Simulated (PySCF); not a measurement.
A species of formula C3H9Bi has this rotational fingerprint, computed with PySCF, PBE0-D3(BJ)/def2-SVP geometry optimisation, gas phase, def2 core potentials past Kr:

```
Rotational constants : A = 3254, B = 3244, C = 2800 MHz
Dipole components    : |μa| = 0.00 D, |μb| = 0.00 D, |μc| = 0.21 D
Inertial defect      : -130.59 u·Å²
κ                    : 0.96
```

Question: Which candidate fits, each taken in the one conformer that was computed?
A. BiMe3, `[CH3][Bi]([CH3])[CH3]`
B. BiH2(iPr), `C[CH](C)[BiH2]`

Answer: A. It is [CH3][Bi]([CH3])[CH3]. The candidates at the same level (rigid rotor, commonest isotopes):

| SMILES | A (MHz) | B (MHz) | C (MHz) | μa (D) | μb (D) | μc (D) | Δ (u·Å²) | point group | rotor |
| --- | --- | --- | --- | --- | --- | --- | --- | --- | --- |
| [CH3][Bi]([CH3])[CH3] | 3254 | 3244 | 2800 | 0.00 | 0.00 | 0.21 | -130.59 | near C3v | – |
| [H][Bi]([H])[CH](C)C | 7281 | 1774 | 1523 | 0.73 | 0.03 | 0.67 | -22.39 | near Cs | near-prolate asymmetric top |

`[H][Bi]([H])[CH](C)C` has A 124 % too high. No structure here is proved a minimum.
